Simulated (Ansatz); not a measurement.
Basis-set series for CClFNSi (`N#C[Si](F)Cl`) radical. The species carries charge 0 and has multiplicity 2. The structure was optimised at the PBE0-D4/def2-TZVP level.

| functional | basis | functions | energy (Eh) | HOMO (eV) | LUMO (eV) |
| --- | --- | --- | --- | --- | --- |
| PBE0-D4 | def2-TZVPP | 177 | -942.07925 | -7.73 | -3.80 |
| PBE0-D4 | def2-QZVPP | 311 | -942.11304 | -7.76 | -3.84 |
| ωB97M-V | def2-TZVPP | 177 | -942.46913 | -9.50 | -2.15 |
| ωB97M-V | def2-QZVPP | 311 | -942.50070 | -9.54 | -2.22 |

**Question.** Give the rows for def2-SVP. (Estimate.)

**Answer.** Ansatz gave: 
```csv
functional,basis,functions,energy (Eh),HOMO (eV),LUMO (eV)
PBE0-D4,def2-SVP,78,-941.57672,-7.62,-3.76
ωB97M-V,def2-SVP,78,-941.96378,-9.35,-2.07
```

HOMO and LUMO are taken over both spins.
